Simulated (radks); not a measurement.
Results of a calculation; reference values are marked as such.
All-electron atom: Mo+ in [Kr] 4d5.

Code: a radial shooting solver on a logarithmic mesh with Libxc functionals. Model: Dirac Kohn-Sham, PBEsol, spin-unpolarised, spherical densities, point nucleus; open shells are shared between the two j in proportion to 2j + 1; speed of light set to 116.481 atomic units (0.85 times the physical value, a model run).

Energy parts (eV):
total: -110923.362
kinetic: 116782.798
electron-nucleus: -269457.464
Hartree: 45079.960
exchange-correlation: -3328.656

Orbitals (lengths in bohr, moments of r in powers of bohr; <r^-3> diverges for s and p1/2; r(max) is where P^2 peaks; r(90%) holds 90 % of the orbital's charge):
orbital  occ.  eigenvalue (eV)   r(max)  <r^-3>  r(90%)  small-component weight
1s1/2       2        -20007.92  0.02243       -  0.0624                3.28e-02
2s1/2       2        -2850.272   0.1280       -   0.235                6.74e-03
2p1/2       2        -2621.736  0.09912       -   0.211                6.75e-03
2p3/2       4        -2470.998   0.1045    2432   0.220                6.44e-03
3s1/2       2        -491.2640   0.3797       -   0.628                1.80e-03
3p1/2       2        -404.6877   0.3668       -   0.634                1.73e-03
3p3/2       4        -379.7931   0.3799   408.2   0.656                1.64e-03
3d3/2       4        -228.8531   0.3202   59.23   0.661                1.48e-03
3d5/2       6        -224.2687   0.3240   55.43   0.668                1.46e-03
4s1/2       2         -72.5451   0.9792       -    1.60                4.06e-04
4p1/2       2         -47.9963    1.044       -    1.79                3.39e-04
4p3/2       4         -44.4643    1.080   57.89    1.86                3.19e-04
4d3/2       2         -10.5407    1.379   3.973    3.05                1.54e-04
4d5/2       3         -10.2448    1.398   3.657    3.11                1.49e-04

The highest occupied level is 4d5/2 at -10.245 eV. The density falls to 0.001 e/bohr^3 at r = 4.01 bohr.
